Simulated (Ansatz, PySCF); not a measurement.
Complex: C2H3N (SMILES CC#N) (first 6 atoms) with CH5N (SMILES CN); geometry from B3LYP-D3(BJ)/def2-TZVP.
(charge 0, multiplicity 1):
```xyz
13

C      0.1925     1.3018     0.1628
C     -0.6366     0.1087     0.1424
N     -1.2926    -0.8356     0.1621
H     -0.2892     2.1057    -0.3942
H      0.3242     1.6020     1.2047
H      1.1636     1.0938    -0.2870
C      0.6472    -0.5526     3.5374
N     -0.3609     0.4899     3.3317
H      1.5700    -0.0977     3.9012
H      0.8661    -1.0292     2.5812
H      0.3553    -1.3405     4.2429
H     -0.6064     0.9291     4.2108
H     -1.2093     0.0827     2.9547
```

Interaction energies are E(AB) − E(A) − E(B) at the monomers' geometry in the complex; basis-set methods are counterpoise corrected. Rows marked so take none.

Cores are frozen in the correlated methods. Rows in 6-31G*, STO-3G carry no dispersion term and start afresh at each structure (6-31G* with six Cartesian d functions).

Programs: Ansatz (a quantum-chemistry and plane-wave program) with Gaussian orbitals; PySCF for 6-31G* rows, STO-3G rows, the dispersion terms. Values without a source in brackets are computed.

Problem. One of these levels gives -3.35 kcal/mol for the interaction energy. Which?
(A) B2PLYP/def2-TZVPPD
(B) HF/STO-3G (no counterpoise)
(C) B3LYP/6-31G*
(D) BLYP-D4/def2-TZVPPD

Solution. A, B2PLYP/def2-TZVPPD. The others give -1.97 (HF/STO-3G (no counterpoise)), -4.54 (BLYP-D4/def2-TZVPPD), -2.86 (B3LYP/6-31G*)
